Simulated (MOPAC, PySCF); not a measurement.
CH₄N₂Si, SMILES `N=C=N[SiH3]`, neutral singlet in the gas phase. 

Cartesian coordinates (Å):
```xyz
8

N      2.5204     0.0226     0.0749
C      1.3518     0.1574     0.3947
N      0.2266     0.1926     0.8233
Si    -1.4279    -0.1902     0.5599
H      3.0182     0.7096    -0.4687
H     -1.8799    -1.0721     1.6551
H     -1.6214    -0.8706    -0.7418
H     -2.2030     1.0674     0.5813
```
Charge 0, spin multiplicity 1.

All levels are single points at this geometry (B3LYP-D3(BJ)/def2-TZVP); Pople sets use spherical d functions. Orbital energies aren't observables, and empty levels follow the basis.

```json
[
 {"level": "B3LYP-D3(BJ)/def2-TZVP in PySCF", "HOMO (eV)": "-7.48", "LUMO (eV)": "-0.07", "gap (eV)": "7.41", "dipole (D)": "1.51", "vertical IE, Delta-SCF (eV)": "9.88"},
 {"level": "PBE-D3(BJ)/def2-TZVP in PySCF", "HOMO (eV)": "-6.42", "LUMO (eV)": "-0.80", "gap (eV)": "5.62", "dipole (D)": "1.43", "vertical IE, Delta-SCF (eV)": "9.67"},
 {"level": "B3LYP/3-21G in PySCF", "HOMO (eV)": "-6.78", "LUMO (eV)": "0.64", "gap (eV)": "7.42", "dipole (D)": "1.83", "vertical IE, Delta-SCF (eV)": "–"},
 {"level": "B3LYP/6-31G* in PySCF", "HOMO (eV)": "-7.13", "LUMO (eV)": "0.33", "gap (eV)": "7.46", "dipole (D)": "1.62", "vertical IE, Delta-SCF (eV)": "9.68"},
 {"level": "B3LYP/LANL2DZ in PySCF", "HOMO (eV)": "-7.15", "LUMO (eV)": "0.26", "gap (eV)": "7.41", "dipole (D)": "2.09", "vertical IE, Delta-SCF (eV)": "–"},
 {"level": "BP86/6-31G* in PySCF", "HOMO (eV)": "-6.20", "LUMO (eV)": "-0.53", "gap (eV)": "5.67", "dipole (D)": "1.56", "vertical IE, Delta-SCF (eV)": "–"},
 {"level": "M06-2X/6-31G* in PySCF", "HOMO (eV)": "-8.66", "LUMO (eV)": "1.44", "gap (eV)": "10.10", "dipole (D)": "1.70", "vertical IE, Delta-SCF (eV)": "–"},
 {"level": "HF/6-31G* in PySCF", "HOMO (eV)": "-10.59", "LUMO (eV)": "3.75", "gap (eV)": "14.34", "dipole (D)": "1.87", "vertical IE, Delta-SCF (eV)": "–"},
 {"level": "PM6 in MOPAC", "HOMO (eV)": "-10.19", "LUMO (eV)": "-0.21", "gap (eV)": "9.98", "dipole (D)": "2.00", "vertical IE, Delta-SCF (eV)": "–"}
]
```
